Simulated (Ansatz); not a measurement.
Two isomers of C3H5FSi: A = `C#CC[SiH2]F`, B = `FC1([SiH3])C=C1`.

Program: Ansatz. Geometries: PBE0-D4/def2-TZVP. ΔE: electronic, gas phase. CBS: MP2 limit from def2 TZ/QZ plus the TZ coupled-cluster correction, frozen cores. Functionals use def2-TZVPP. B3LYP here is the variant with VWN-RPA as its local correlation; programs differ in this. One conformer a species, not always the lowest.

Problem. Which isomer does CCSD(T)/CBS put lower? Give the gap. (Estimate.)

Solution. Ansatz gave: A, by 290.4 kJ/mol.

Problem. Give E(B) − E(A) in kJ/mol with B2PLYP, MP2/def2-TZVPP, ωB97M-V, B3LYP-D4, PBE-D4, PBE0-D4, CCSD/def2-TZVPP. (An estimate is asked.)

Solution. The calculation gave: B2PLYP 290.7, MP2/def2-TZVPP 299.8, ωB97M-V 274.5, B3LYP-D4 278.8, PBE-D4 248.8, PBE0-D4 257.2, CCSD/def2-TZVPP 293.1. None reverses the order clearly.

Largest T1 diagnostic: 0.012.

In def2-TZVPP, CCSD(T) changes the Hartree–Fock value by −17.8 kJ/mol (the triples alone add −3.9 kJ/mol) and MP2 by −7.2 kJ/mol. From PBE to PBE0 (25 % exact exchange), in def2-TZVPP and without D4, E(B) − E(A) moves by +8.2 kJ/mol.
